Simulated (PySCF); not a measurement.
Computed shifts of a molecule C₅H₇F, PBE/pcSseg-1 run with PySCF, GIAO, gas phase, atoms alike by connectivity averaged where their shifts nearly agree, in ppm (number of nuclei): ¹³C: 173.7 (1), 143.8 (1), 121.9 (1), 94.4 (1), 23.3 (1). ¹⁹F: -127.8 (1). ¹H: 6.03 (1), 5.54 (1), 5.04 (1), 4.80 (1), 2.14 (3). References: ¹³C against TMS (σ = 182.0 ppm); ¹⁹F against CFCl3 (σ = 133.6 ppm); ¹H against TMS (σ = 31.49 ppm), references at their B3LYP-D3(BJ)/def2-TZVP geometries, non-relativistic. The structure is a stationary point at PBE0-D3(BJ)/def2-SVP. One conformer was computed; it need not be the lowest.

### Question
Pick the molecule that these values belong to.
A. CCC=C=CF
B. C=C(C)/C=C\F
C. C/C=C/C=C\F
D. C=C(C)C(=C)F

### Answer
D, C=C(C)C(=C)F
